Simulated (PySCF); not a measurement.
# Dipole response of Br (bromine, neutral)

[Ar] 3d10 4s2 4p4 5s1, high-spin 4P determinant (an excited configuration). Calculation: PySCF 2.14, in aug-cc-pVTZ-PP with ECP10MDF (6s5p4d2f, 55 functions); a scalar-relativistic core potential. Coupled (time-dependent) response in atomic units; α is the mean over directions.

```
method  mean α (bohr³)         α xx, yy, zz  C₆ (like pair)   S(−4)
   UHF           337.5  372.0, 268.6, 372.0            4463  140000
   PBE           275.3  292.4, 241.2, 292.4            3493   84320
  PBE0           303.5  324.4, 261.7, 324.4            3984  104000
 M06-L           190.4  200.7, 170.0, 200.7            2203   35360
M06-2X           196.7  197.9, 194.3, 197.9            2258   38820
```

S(−4) is the Cauchy moment in α(ω) = α(0) + S(−4) ω² + …

Spin-orbit coupling is absent.

α(iu) at PBE0:

```csv
u (hartree),α(iu) (bohr³)
0,303.5
0.0500,166.6
0.100,76.42
0.200,30.64
0.300,19.08
0.500,10.98
0.750,6.805
1.00,4.623
1.50,2.507
2.00,1.567
3.00,0.7856
5.00,0.3203
```

A single London oscillator, α(iu) = α/(1 + u²/ω²), gives C₆ = (3/4) ω α². Matching the computed C₆ needs ω = 4 × 3984 / (3 × 303.5²) = 0.0577 hartree.

The components differ because the open shell of this determinant is not spherical; for a pure term their mean is the scalar polarisability.

Energies and moments cover only the electrons outside the core potential. The outer electron is Rydberg-like, and this basis confines it to a smaller radius and binds it less than a complete one would.
